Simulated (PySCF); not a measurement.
A geometry optimisation on `[SiH3][C@H](Cl)Br`.

Method: PBE0-D3(BJ)/def2-SVP geometry optimisation, gas phase (PySCF 2.14.0). Start geometry: GFN2-xTB. The command runs a driver script over a list of jobs; the input below is this job's line of settings and its coordinates in Å.

Command:
```bash
OMP_NUM_THREADS=1 python probes_run.py task.json out
```

Input:
```
{"job": {"xc": "PBE0", "basis": "def2-SVP", "d3": "d3bj", "grid": 1, "shake": 0.01, "kind": "geom"}, "charge": 0, "multiplicity": 1}
Si    -0.982270    -0.251270     0.004650
C      0.876550     0.119460    -0.173940
Cl     1.772310    -1.016480     0.840540
Br     1.265830     1.972970     0.367630
H     -1.324790    -0.036620     1.398230
H     -1.191830    -1.599060    -0.445030
H     -1.660170     0.745440    -0.860410
H      1.299500     0.046430    -1.184130
```

Output:
```
step   0  E = -3363.15127969  max force = 0.023579
step   1  E = -3363.15378383  max force = 0.005534
step   2  E = -3363.15398884  max force = 0.001242
step   3  E = -3363.15400379  max force = 0.000302
optimisation converged
```

Energies in Eh; «max force» is the largest Cartesian gradient component in Eh/bohr.

Q: Give the first gradient maximum in eV/Å.

A: With 1 Eh/bohr = 51.422 eV/Å, 1.212 eV/Å.

In short: final energy -3363.15400 Eh after 3 steps; dipole 1.46 D.

Time: 16 s; peak memory 0.43 GiB. Hardware: an Arm Neoverse V1 with one thread, shared host with 32 logical CPUs at a one-minute load of 14.
Labels such as C1 count atoms from 1, the log's own numbers from 0.
